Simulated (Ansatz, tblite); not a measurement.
Forces on NiBr2(PH3)2 (NiP₂H₆Br₂) at its PBE-D4/def2-SVP geometry. Charge 0, multiplicity 1.

The xTB rows come from tblite. Correlated methods freeze 33 core orbitals; core or outer-core shells of Ni, Br are correlated, in sets that lack core-valence functions. At B2PLYP/def2-TZVP the restricted singlet (for correlated methods, its reference) is unstable: a solution with broken spin symmetry lies lower.

GFN2-xTB (tblite), largest force 0.87 eV/Å:

```xyz
11
positions Å, forces eV/Å
Ni   -0.014   -0.100    0.014    0.006    0.079   -0.002
Br   -1.638   -0.297    1.641    0.226    0.044   -0.175
Br    1.604    0.233   -1.611   -0.246   -0.023    0.180
P    -1.497   -0.042   -1.558   -0.366    0.025   -0.454
H    -1.299   -0.849   -2.722   -0.222    0.552    0.639
H    -1.664    1.221   -2.210    0.039   -0.813    0.314
H    -2.869   -0.338   -1.276    0.743    0.201   -0.330
P     1.496   -0.020    1.561    0.402    0.039    0.428
H     1.319   -0.750    2.777    0.236    0.497   -0.657
H     1.703    1.279    2.126   -0.063   -0.821   -0.276
H     2.859   -0.337    1.258   -0.756    0.223    0.333
```

r2SCAN-D4/def2-TZVP (Ansatz), largest force 0.76 eV/Å:

```
Ni 0.020 0.035 -0.018
Br 0.074 0.011 -0.031
Br -0.103 -0.014 0.058
P -0.489 0.056 -0.578
H -0.030 0.227 0.378
H 0.090 -0.371 0.234
H 0.432 0.078 -0.073
P 0.510 0.083 0.551
H 0.039 0.198 -0.388
H -0.111 -0.379 -0.211
H -0.432 0.075 0.076
```

B2PLYP/def2-TZVP (Ansatz), largest force 0.86 eV/Å:

```
Ni 0.027 0.035 -0.027
Br 0.136 0.015 -0.103
Br -0.163 -0.031 0.129
P -0.546 0.099 -0.656
H -0.036 0.282 0.517
H 0.117 -0.482 0.321
H 0.585 0.096 -0.080
P 0.568 0.155 0.626
H 0.045 0.245 -0.531
H -0.148 -0.495 -0.283
H -0.585 0.082 0.087
```
